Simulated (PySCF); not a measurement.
From a raw peak list to a structure

Formula C6H7NO. The spectrum was simulated from the full spin Hamiltonian at 200 MHz with 0.6 Hz Lorentzian lines, from shifts rounded to 0.01 ppm and J to 0.1 Hz, couplings under 1 Hz left out.

Maxima in ppm (height), grouped by integral:
1H: 8.239 (8), 8.229 (9), 8.211 (9), 8.202 (9)
1H: 7.578 (4), 7.569 (4), 7.539 (5), 7.532 (6), 7.531 (6), 7.523 (4), 7.493 (5), 7.484 (5)
2H: 6.733 (9), 6.702 (20), 6.694 (9), 6.666 (8), 6.657 (16)
3H: 3.850 (100)

13C{1H} NMR (computed): δ 165.3 (C), 150.4 (CH), 140.3 (CH), 117.6 (CH), 112.3 (CH), 53.4 (CH3).

- B97-2/pcSseg-1 with gauge-including orbitals
- PBE0-D3(BJ)/def2-SVP structure
- B3LYP/pcJ-1 coupling constants (spin–dipole term only in couplings to heteroatoms)
- program: PySCF 2.14
- gas phase, single conformer, averaged over atoms made equivalent by symmetry, fast rotation or ring inversion, non-relativistic Hamiltonian

Chemical shifts δ = σref − σ; 1H and 13C against TMS, all at this level.

**Question.** Analyse the multiplets.

**Answer.** 1H NMR (200 MHz, computed): δ 8.22 (dd, J = 5.6, 1.8 Hz, 1H), 7.53 (ddd, J = 9.2, 7.8, 1.8 Hz, 1H), 6.70 (dd, J = 7.8, 5.6 Hz, 1H), 6.68 (d, J = 9.2 Hz, 1H), 3.85 (s, 3H). These are first-order names from the parameters used; overlap and second-order distortion can hide them in the list.

**Question.** What is the compound?

**Answer.** SMILES n1c(OC)cccc1.

Structure with atom numbers: `[CH3:1][O:2][c:3]1[cH:4][cH:5][cH:6][cH:7][n:8]1` (H(Xn): hydrogen on atom n).

- δ 8.22: H(C7), hydrogen on an aromatic CH next to a ring nitrogen, coupled to H(C6) (5.6 Hz), H(C5) (1.8 Hz).
- δ 7.53: H(C5), hydrogen on an aromatic CH, coupled to H(C4) (9.2 Hz), H(C6) (7.8 Hz), H(C7) (1.8 Hz).
- δ 6.70: H(C6), hydrogen on an aromatic CH, coupled to H(C5) (7.8 Hz), H(C7) (5.6 Hz).
- δ 6.68: H(C4), hydrogen on an aromatic CH, coupled to H(C5) (9.2 Hz).
- δ 3.85: H(C1), hydrogen on a methyl carbon bonded to O.

The data come from this structure; uniqueness wasn't tested.

Splittings below 1 Hz are ignored in the labels, and close J values are merged. Unscaled 3J(H,H) at this level run about 10 % above measured values. Shifts are as computed. Against solution values, carbons near 30 ppm lie about +1 ppm off and those near 130 ppm about +2 ppm. Of 1211 compounds with measured shifts, 218 miss one by over three times the rms of a fit or turn the order of signals round; such compounds aren't used in these exercises.
